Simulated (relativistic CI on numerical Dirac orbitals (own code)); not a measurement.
# What each ingredient does to the levels of W56+

Base calculation: Dirac-Coulomb-Breit CI, separate exchange-only KLI orbitals for each configuration, model QED (radiative potential, 1s self-energy scaled to tabulated hydrogen-like ionisation energies), unscaled Slater integrals.

Configuration list (outside the closed core [Ne]): 3s2 3p6, 3s2 3p5 3d, 3s 3p6 3d, 3s2 3p5 4s, 3s2 3p5 4p, 3s2 3p5 4d, 3s 3p6 4s, 3p6 3d 4p, 3p6 3d2, 3p5 3d3, 3p5 3d2 4s, 3p5 3d2 4p, 3p5 3d2 4d, 3p6 3d 4s, 3p5 3d 4s2, 3p5 3d 4s 4p, 3p5 3d 4s 4d. Double excitations out of closed p, d and f shells are left out; levels of such configurations are missing from the list, as are those of other unlisted configurations, and high levels can miss mixing partners.

Variants: (1) P86 correlation estimate; (2) Breit term removed; (3) only the first 3 configurations. Shifts of the energy above 3s2 3p6 1S_0, in eV, for the lowest level and the first level of each name with at least 55 % of one term (blank where a level changes its place among those of its configuration and J or its character, or is not in the variant):

| Level | Base | Δ(1) | Δ(2) | Δ(3) |
| --- | --- | --- | --- | --- |
| 3s2 3p6 1S_0 | 0.00 | 0.00 | 0.00 | 0.00 |
| 3s2 3p5 3d 3P°_0 | 237.10 | +0.53 | +1.09 | -0.17 |
| 3s2 3p5 3d 3P°_1 | 248.50 | +0.53 | +1.66 | -0.16 |
| 3s2 3p5 3d 3F°_3 | 252.74 | +0.53 | +2.18 | -0.17 |
| 3s2 3p5 3d 3F°_4 | 323.67 | +0.53 | +4.27 | -0.17 |
| 3s2 3p5 3d 3D°_3 | 340.65 | +0.53 | +3.69 | -0.17 |
| 3s2 3p5 3d 3F°_2 | 593.63 | +0.53 | +5.82 | -0.17 |
| 3s 3p6 3d 3D_1 | 814.11 | +0.76 | +1.45 | -0.38 |
| 3s 3p6 3d 3D_2 | 820.81 | +0.76 | +1.81 | -0.25 |
| 3s 3p6 3d 3D_3 | 892.26 | +0.76 | +3.78 | -0.37 |
| 3s 3p6 3d 1D_2 | 906.37 | +0.76 | +3.48 | -0.06 |
| 3p6 3d2 3F_2 | 1644.73 | +1.39 | +3.21 |  |
| 3p6 3d2 3P_0 | 1669.42 | +1.39 | +2.28 |  |
| 3p6 3d2 3F_3 | 1718.92 | +1.39 | +5.28 |  |

At this charge energies of transitions that change n are usually good to better than 1 %, and those within a shell (Δn = 0) to a few per cent.

Ionisation energy from the two ground configurations alone: base 5725.88 eV; P86 correlation estimate 5728.15 eV; Breit term removed 5732.1 eV. The NIST ASD value (semi-empirical) is 5719 eV.

LS names give the leading component of a level, which can be under half, so a name can repeat, a term be missing and a line seem to break the LS rules.
